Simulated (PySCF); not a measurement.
Isomers of C2H6BNSi. Method used: PBE0-D3(BJ)/def2-SVP geometry optimisation, gas phase (PySCF). Energies are electronic, without zero-point or thermal terms, for one conformer each. No frequencies were run at this level. Point groups hold within 0.08 Å.

Task: Rank from lowest to highest electronic energy at this level (kcal/mol).
A. `[CH:1]#[C:2][BH:3][NH:4][SiH3:5]` with C2–B3–N4–Si5 0°
B. `B(N)C#C[SiH3]`

Result: B (0.0), A (2.2).

As drawn, the lower has an Si–C bond, which the higher lacks. Neighbours under 2.5 kcal/mol apart (NBC#C[SiH3] and C#CBN[SiH3]) can change places with a better method, another conformer or zero-point energy.

```
     SMILES      E (Eh)  E rel (kcal/mol)  dipole (D)  point group      A, B, C (MHz)
NBC#C[SiH3]  -448.38580               0.0        2.37            –  25022, 1239, 1198
C#CBN[SiH3]  -448.38229               2.2        1.16            –   7909, 2254, 1791
```

Task: How do the relative energies change in single points at B3LYP/pcSseg-2 (no added dispersion term) on the same geometries?

Result: 
```json
{"SMILES": "NBC#C[SiH3]", "PBE0-D3(BJ)/def2-SVP (kcal/mol)": "0.0", "B3LYP/pcSseg-2 (kcal/mol)": "0.0", "shift": "0.0"}
{"SMILES": "C#CBN[SiH3]", "PBE0-D3(BJ)/def2-SVP (kcal/mol)": "2.2", "B3LYP/pcSseg-2 (kcal/mol)": "1.8", "shift": "-0.4"}
```

Each column counts from its own lowest isomer. The order is unchanged; the largest shift is 0.4 kcal/mol.

Task: As an exercise, what shares would exp(−E/RT) give at 500 K from these electronic energies alone (no entropy, no degeneracies)?

Result: RT = 0.994 kcal/mol: NBC#C[SiH3] 90.2 %, C#CBN[SiH3] 9.8 %.
